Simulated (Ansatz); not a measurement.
C3H4SSi, SMILES `C#C[SiH]1CS1`, relaxed with RKS PBE0-D4/def2-TZVP in Ansatz 0.2.0 from a PBE-D4/def2-SVP geometry. The force threshold is 0.005 eV/Å; the program also tests the step.

The species carries charge 0 and has multiplicity 1.

Start:

```xyz
9

C     1.329    0.408    2.252
C     0.961    0.246    1.091
Si    0.439    0.017   -0.638
C    -1.372   -0.172   -1.018
S    -0.460   -1.816   -1.205
H     1.649    0.548    3.278
H     1.336    0.717   -1.603
H    -2.102   -0.168   -0.190
H    -1.781    0.220   -1.967
```

How much energy does the relaxation release, and in how many steps? (Best estimate.)

Ansatz gave: 0.07 eV, in 5 steps.

Which bonds change most? (Best estimate.)

The calculation gave: Si3–S5 from 2.119 to 2.081 Å; Si3–C4 from 1.860 to 1.835 Å; C1–C2 from 1.229 to 1.206 Å; C4–S5 from 1.889 to 1.866 Å.

Give the relaxed structure. (Best estimate.)

The calculation gave: 
```xyz
9

C     1.315    0.405    2.223
C     0.950    0.241    1.085
Si    0.428    0.011   -0.630
C    -1.359   -0.165   -1.006
S    -0.455   -1.787   -1.197
H     1.634    0.546    3.231
H     1.324    0.706   -1.572
H    -2.078   -0.172   -0.193
H    -1.759    0.215   -1.941
```
